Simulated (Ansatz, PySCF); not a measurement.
Gas-phase reaction in SMILES: [F][Sn]([F])([F])[F] → [F][Sn]([F])[F] + F atom (the F-Sn bond at the site shown breaks; other sites are not compared here)
Structures are relaxed separately at B3LYP-D3(BJ)/def2-TZVP in Ansatz (a first-principles code). Frequencies are from Ansatz or PySCF.
Geometry of the first species:
SMILES: [F][Sn]([F])([F])[F]
```xyz
5

F     -1.2337    -1.0339    -0.9903
Sn     0.0000     0.0000     0.0000
F      0.4625     1.5444    -0.9863
F     -0.7825     0.5122     1.6423
F      1.5537    -1.0227     0.3343
```

Quantity: bond dissociation energy (enthalpy at 298 K, with B3LYP-D3(BJ) rigid-rotor harmonic-oscillator terms), in kcal/mol. Correlated levels leave the core frozen unless marked. UHF or UKS for open shells. No spin-orbit coupling. Frozen are the shells of the preceding noble gas and the d and f shells that filled before the atom's block. Past Kr the def2 sets carry scalar-relativistic core potentials. STO-3G rows are all-electron and non-relativistic. CBS marks a two-point X^-3 extrapolation of the correlation energy; Hartree-Fock from the larger set. The bracket is a focal-point correction in the basis named.

| level | program | bond dissociation energy (kcal/mol) |
|---|---|---|
| BLYP-D4/def2-TZVPD | Ansatz + dftd4 | 100.5 |
| revPBE-D4/def2-TZVPD | Ansatz + dftd4 | 99.7 |
| r2SCAN-D4/def2-TZVPD | Ansatz + dftd4 | 103.2 |
| B3LYP-D3(BJ)/def2-TZVPD | Ansatz + dftd3 | 100.4 |
| B3LYP-D4/def2-TZVPD | Ansatz + dftd4 | 100.5 |
| PBE0-D4/def2-TZVPD | Ansatz + dftd4 | 101.7 |
| BHLYP-D3(BJ)/def2-TZVPD | Ansatz + dftd3 | 96.5 |
| HSE06/def2-TZVPD | Ansatz | 101.3 |
| CAM-B3LYP-D3(BJ)/def2-TZVPD | Ansatz + dftd3 | 104.2 |
| CAM-B3LYP-D4/def2-TZVPD | Ansatz + dftd4 | 104.3 |
| LC-wPBE/def2-TZVPD | Ansatz | 106.7 |
| wB97X/def2-TZVPD | Ansatz | 107.2 |
| RPA@PBE/def2-TZVPP | Ansatz | 99.3 |
| MP2/def2-SVP | Ansatz | 108.1 |
| RI-MP2/def2-TZVPP | Ansatz | 117.1 |
| RI-MP2/CBS(def2-TZVPP,def2-QZVPP) | Ansatz | 121.7 |
| SCS-MP2/def2-SVPD | Ansatz | 106.8 |
| CCSD/STO-3G | Ansatz | 66.1 |
| CCSD(T)/def2-SVPD | Ansatz | 102.4 |
| RI-MP2/CBS(def2-TZVPPD,def2-QZVPPD)+[CCSD(T)-MP2]/def2-SVPD | Ansatz | 114.2 |
| RI-MP2/CBS(def2-TZVPP,def2-QZVPP)+[CCSD(T)-MP2]/def2-TZVPP | Ansatz | 114.0 |
